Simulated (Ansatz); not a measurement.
A nudged elastic band was laid between two geometries of ClH + H4O3Sn (10 atoms, charge 0, multiplicity 1).

These are results of RKS PBE/def2-SVP (Ansatz), not measurements.

```json
{
 "movable images": "7",
 "climbing image": "yes",
 "spring": "5.0 eV/Å²",
 "optimiser": "quadratic models (default)",
 "start path": "through a guess of the saddle point",
 "force threshold": "0.05 eV/Å",
 "iteration limit": "60",
 "end points": "relaxed"
}
```

Image 0:

```xyz
10
Properties=species:S:1:pos:R:3
Sn -0.293 -0.092 -0.095
O -0.023 0.009 1.967
H -0.805 0.358 2.440
O 1.541 -0.533 -0.706
H 2.124 0.111 -0.234
H -1.165 1.280 -0.647
O -1.439 -1.681 -0.441
H -0.919 -2.495 -0.293
Cl 2.056 1.851 1.429
H 1.065 0.970 1.929
```

Image 8:

```xyz
10
Properties=species:S:1:pos:R:3
Sn -0.150 0.643 -0.456
O 0.287 -1.027 2.172
H 0.257 -0.289 2.810
O 1.716 0.049 0.103
H 2.139 -0.479 -0.603
H -0.250 1.075 -2.120
O -1.416 -0.812 0.001
H -1.068 -1.098 0.891
Cl -0.438 2.521 0.957
H 1.064 -0.804 1.593
```

(1) What changes between the two ends?

(2) What energy profile does the band end with?

Answers

(1) Bonds broken: Sn1–O2, Cl9–H10. Bonds formed: Sn1–Cl9, O2–H10. ClH + H4O3Sn becomes ClH3O2Sn + H2O.

(2) The forces met the threshold. The highest image is number 0 of 0 to 8, 0.0 kJ/mol above the first end and 77.0 kJ/mol above the last; the last end lies 77.0 kJ/mol below the first. The highest image is an end point: on this band no image between the ends rises above it. Between wells the path still climbs a hump at image 5, 0.02 eV above the well before it. The orbitals stay closed-shell, which can raise the energy where a bond breaks towards radicals; this wasn't checked here.

```
image  path coordinate (Å)  energy (kJ/mol)  Sn1–O2 (Å)  Cl9–H10 (Å)  Sn1–Cl9 (Å)
    0                 0.00              0.0        2.08         1.42         3.41
    1                 0.02              0.0        2.08         1.42         3.40
    2                 1.62            -39.3        2.37         2.20         2.53
    3                 3.23            -44.3        2.60         2.31         2.45
    4                 4.83            -69.2        2.59         2.52         2.40
    5                 6.44            -67.3        3.28         2.46         2.39
    6                 8.05            -68.8        3.06         2.56         2.41
    7                 9.65            -58.0        3.10         2.83         2.39
    8                11.25            -77.0        3.14         3.70         2.37
```

The run took 4.9 min on 4 threads of Arm Neoverse V2 (shared host), peak memory 0.17 GiB.
